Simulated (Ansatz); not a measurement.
Geometry optimisation, RKS BHLYP-D4/def2-SVP in Ansatz 0.2.0.

input.yaml

```yaml
crystal:
  periodic: [false, false, false]
  atoms:
    - { symbol: "N", position_ang: [-1.1294, -1.5048, 0.1956] }
    - { symbol: Si, position_ang: [0.1464, -0.2655, 0.1301] }
    - { symbol: Se, position_ang: [1.844, -0.619, 1.5627] }
    - { symbol: O, position_ang: [0.6997, 0.1339, -1.4478] }
    - { symbol: C, position_ang: [0.0853, 1.4102, -1.2574] }
    - { symbol: O, position_ang: [-0.4054, 1.3488, 0.0875] }
    - { symbol: H, position_ang: [-0.7195, -2.3917, 0.0089] }
    - { symbol: H, position_ang: [-1.4906, -1.4569, 1.1606] }
    - { symbol: H, position_ang: [2.89113, -0.73933, 0.41422] }
    - { symbol: H, position_ang: [-0.7449, 1.616, -1.9304] }
    - { symbol: H, position_ang: [0.8655, 2.1951, -1.2993] }
basis:
  gaussian: { orbitals: def2-SVP }
hamiltonian:
  xc: { name: BHLYP }
  dispersion: d4
relax:
  f_tol: 0.015
  max_steps: 40
```

Run as:

```bash
$ ansatz run input.yaml --threads 2 --pin off --max-ram 3072MiB --backend cpu --events-out ev --progress --plain --runs-dir out
```

Problem. Where does it end, and by what steps?

Solution. The run converged. After 14 steps the energy has fallen by 0.759 eV; H8 moved furthest, 1.01 Å.

| step | energy less start (eV) | largest force component (eV/Å) | accepted |
| --- | --- | --- | --- |
| 0 | 0.0000 | 2.610 | yes |
| 1 | -0.2928 | 0.978 | yes |
| 2 | -0.3747 | 0.620 | yes |
| 3 | -0.4578 | 0.595 | yes |
| 4 | -0.5005 | 0.981 | yes |
| 5 | -0.6277 | 0.475 | yes |
| 6 | -0.6957 | 0.365 | yes |
| 7 | -0.7379 | 0.123 | yes |
| 8 | -0.7421 | 0.385 | yes |
| 9 | -0.7449 | 0.353 | yes |
| 10 | -0.7443 | 0.559 | no |
| 11 | -0.7565 | 0.148 | yes |
| 12 | -0.7583 | 0.066 | yes |
| 13 | -0.7574 | 0.067 | no |
| 14 | -0.7587 | 0.011 | yes |

```xyz
11
Properties=species:S:1:pos:R:3
N -0.958 -1.493 0.452
Si 0.226 -0.352 0.109
Se 2.044 -0.956 1.290
O 0.635 0.140 -1.448
C 0.091 1.412 -1.175
O -0.375 1.214 0.142
H -0.764 -2.438 0.732
H -1.931 -1.320 0.264
H 2.950 -0.328 0.334
H -0.731 1.654 -1.858
H 0.857 2.194 -1.217
```

Run time: 97 s on 2 threads of Arm Neoverse V1, with other jobs on the host, peak memory 0.36 GiB.
